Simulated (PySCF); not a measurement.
## How methods differ on the excitation energy of N²⁺

N²⁺ [He] 2s2 2p1 (2P) → N²⁺ [He] 2s1 2p1 3s1 (4P), as a difference of total energies. All numbers are calculated (PySCF 2.14, the spin-free X2C one-electron Hamiltonian (Gaussian nucleus), in dyall-av3z (15s9p3d2f, 71 functions)). Correlated levels: valence: 1s2 frozen; virtual orbitals above 40 to 60 times the deepest correlated orbital energy dropped. The calculations carry no spin-orbit coupling.

```csv
method,excitation energy (cm⁻¹)
UHF,271100
MP2 (valence),282130
SCS-MP2 (valence),285310
CCSD (valence),286650
CCSD(T) (valence),286860
```

The promoted electron is Rydberg-like, and one or two diffuse shells describe it only roughly, which tends to raise the upper state.
